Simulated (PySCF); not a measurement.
C3H11PSi.
Bonds: C1–Si2, Si2–C3, Si2–C4, Si2–P5. Hydrogens: H6, H7, H8 on C1; H9, H10, H11 on C3; H12, H13, H14 on C4; H15, H16 on P5.

Computed by this run: PBE0-D3(BJ)/def2-SVP geometry optimisation, gas phase in PySCF; density fitting, grid level 1; the optimiser is geomeTRIC in internal coordinates, started from a GFN2-xTB structure with every atom displaced at random (about 0.01 Å).

Step 1: E = -20439.8110 eV
```
atom  x, y, z in Å  |  force x, y, z in eV/Å
C1     -0.9488   -0.8481    1.2232    0.178  -0.313  -0.009
Si2     0.0307    0.0655   -0.0998   -0.015  -0.076  -0.064
C3      0.2957    1.8489    0.4410   -0.140   0.148  -0.084
C4      1.6875   -0.7643   -0.4656   -0.082   0.159  -0.086
P5     -1.0982    0.0453   -2.0808   -0.191  -0.242   0.069
H6     -1.9598   -0.4282    1.3329   -0.004   0.012   0.001
H7     -0.4386   -0.7836    2.2008   -0.050  -0.027  -0.043
H8     -1.0448   -1.9204    0.9552   -0.019   0.258   0.099
H9     -0.6700    2.3213    0.7009    0.131  -0.048  -0.042
H10     0.7690    2.4598   -0.3463   -0.035  -0.076   0.031
H11     0.9391    1.8951    1.3335    0.011  -0.036   0.037
H12     2.3418   -0.7361    0.4218    0.014  -0.033  -0.063
H13     1.5650   -1.8147   -0.7839    0.014   0.123   0.051
H14     2.1811   -0.2071   -1.2864   -0.006  -0.164   0.179
H15    -2.3840    0.2801   -1.4788    0.156  -0.014  -0.080
H16    -1.2611   -1.3926   -2.0575    0.038   0.330   0.003
```

Step 2: E = -20439.8246 eV
```
atom  x, y, z in Å  |  force x, y, z in eV/Å
C1     -0.9351   -0.8604    1.2274    0.089  -0.077  -0.010
Si2     0.0261    0.0635   -0.1029   -0.047  -0.032  -0.028
C3      0.2873    1.8479    0.4299   -0.047   0.051  -0.002
C4      1.6817   -0.7597   -0.4567   -0.023   0.090  -0.018
P5     -1.1021    0.0591   -2.0848   -0.007  -0.046   0.034
H6     -1.9460   -0.4417    1.3458   -0.006   0.012   0.010
H7     -0.4216   -0.7982    2.2014   -0.002   0.001  -0.005
H8     -1.0362   -1.9262    0.9651   -0.020   0.034   0.014
H9     -0.6737    2.3229    0.6852    0.016   0.008  -0.007
H10     0.7613    2.4484   -0.3618    0.007  -0.026  -0.007
H11     0.9309    1.8931    1.3237   -0.005  -0.011   0.001
H12     2.3333   -0.7369    0.4313    0.003  -0.019   0.005
H13     1.5574   -1.8076   -0.7693   -0.002  -0.014   0.009
H14     2.1927   -0.2192   -1.2701    0.030  -0.042   0.028
H15    -2.3805    0.3002   -1.4886    0.017   0.012  -0.008
H16    -1.2710   -1.3642   -2.0654   -0.004   0.057  -0.015
```

**Question.** Estimate the geometry and energy of step 3. (The exact step hangs on the optimiser's Hessian estimate; all steps are aligned on step 2, rigid shifts and turns removed.)

**Answer.** E = -20439.8283 eV, largest force 0.060 eV/Å
```
atom  x, y, z in Å  |  force x, y, z in eV/Å
C1     -0.9214   -0.8712    1.2295    0.012   0.020   0.003
Si2     0.0221    0.0621   -0.1058   -0.019  -0.006  -0.014
C3      0.2770    1.8499    0.4212   -0.016  -0.007   0.013
C4      1.6799   -0.7589   -0.4483    0.009   0.027   0.001
P5     -1.1051    0.0711   -2.0869    0.046   0.038   0.011
H6     -1.9315   -0.4528    1.3605    0.003   0.005   0.013
H7     -0.3991   -0.8101    2.1983    0.014   0.005   0.003
H8     -1.0276   -1.9345    0.9686   -0.012  -0.038  -0.017
H9     -0.6821    2.3299    0.6699   -0.015   0.015  -0.003
H10     0.7555    2.4399   -0.3749    0.018  -0.002  -0.010
H11     0.9184    1.8970    1.3165   -0.003   0.004  -0.003
H12     2.3232   -0.7408    0.4459   -0.010  -0.008   0.022
H13     1.5535   -1.8079   -0.7557   -0.009  -0.027   0.001
H14     2.2104   -0.2319   -1.2556    0.023   0.009  -0.021
H15    -2.3793    0.3242   -1.4918   -0.022   0.015   0.013
H16    -1.2893   -1.3450   -2.0812   -0.019  -0.050  -0.010
```

The energy changes by -0.0037 eV. The first-order estimate −F·Δx gives -0.0056 eV and the mean of the old and new forces, exact on a quadratic surface, -0.0037 eV. The step makes an angle of 70° with the force vector and moves no atom by more than 0.031 Å.

The cost below is that of the whole optimisation. Hardware: Arm Neoverse V2, one thread, on a shared host. Cost: 55 s of wall time, 0.59 GiB resident at most.
